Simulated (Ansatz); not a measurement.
```xyz
10

C    -0.0022    0.0013   -0.7179
C    -0.0028   -0.0016    0.7180
C    -0.0075    1.1093   -1.4824
C    -0.0076   -1.1109    1.4835
H    -0.0087   -0.9725   -1.2219
H     0.0012    0.9691    1.2131
H    -0.0023    1.0770   -2.5718
H    -0.0038    2.1157   -1.0273
H    -0.0062   -1.0627    2.5633
H    -0.0042   -2.1042    1.0132
```

Basis set: 6-31G* (spherical functions). Correlated methods keep 4 orbitals frozen. Charge 0, multiplicity 1.

Computed with Ansatz (development build ahead of 0.2.0); each method stands on the lowest determinant of its kind that the runs found. Restricted open shells among the atoms or ions are ROHF, correlated in semicanonical orbitals with singles.

The atomization energy at this shape (free ground-state atoms in the same class of orbitals less the molecule, no zero-point energy) of singlet C₄H₆:

```csv
method,atomization energy
RHF,3199.3 kJ/mol
```

Problem. What does RHF-MP2 give?

Solution. 3942.9 kJ/mol.
